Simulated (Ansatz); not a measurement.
A nudged elastic band was laid between two geometries of AlBClH₃O (7 atoms, charge 0, multiplicity 1).

Theory: Ansatz, RKS PBE0-D4/def2-SVP.

```json
{
  "movable images": "5",
  "climbing image": "yes",
  "spring": "0.1 eV/Å²",
  "optimiser": "quadratic models (default)",
  "start path": "through a guess of the saddle point",
  "force threshold": "0.05 eV/Å",
  "iteration limit": "60",
  "end points": "relaxed"
}
```

Image 0:

```xyz
7
Properties=species:S:1:pos:R:3
O -1.786 0.508 -0.414
Al -0.128 0.697 -0.042
B 0.919 -1.072 0.502
Cl 1.897 -1.857 -0.733
H -2.373 1.202 -0.720
H 0.523 2.148 -0.170
H 0.948 -1.626 1.577
```

Image 6:

```xyz
7
Properties=species:S:1:pos:R:3
O -1.518 0.489 -0.917
Al -0.178 0.715 0.119
B 1.078 -0.990 0.426
Cl 0.674 -2.502 -0.355
H -2.163 1.159 -1.147
H 0.029 2.159 0.764
H 2.077 -1.031 1.109
```

Q: What changes between the two ends?

A: No bond is made or broken. The dihedral H6–Al2–B3–Cl4 goes from -78 to 179°.

Q: What energy profile does the band end with?

A: It converged. The highest image is number 6 of 0 to 6, 0.035 eV above the first end and 0.000 eV above the last; the last end lies 0.035 eV above the first. The highest image is an end point: on this band no image between the ends rises above it. Between wells the path still climbs a hump at image 2, 0.02 eV above the well before it.

```tsv
image	path coordinate (Å)	energy (eV)	dihedral H6–Al2–B3–Cl4 (°)
0	0.00	0.000	-78
1	1.28	0.015	-28
2	2.54	0.018	21
3	3.77	0.002	69
4	4.96	0.012	119
5	6.15	0.034	168
6	6.43	0.035	179
```

Run time: 16 min on 1 thread of Intel(R) Xeon(R) Processor @ 2.50GHz (Skylake/Cascade Lake), on a shared host, peak memory 0.16 GiB.
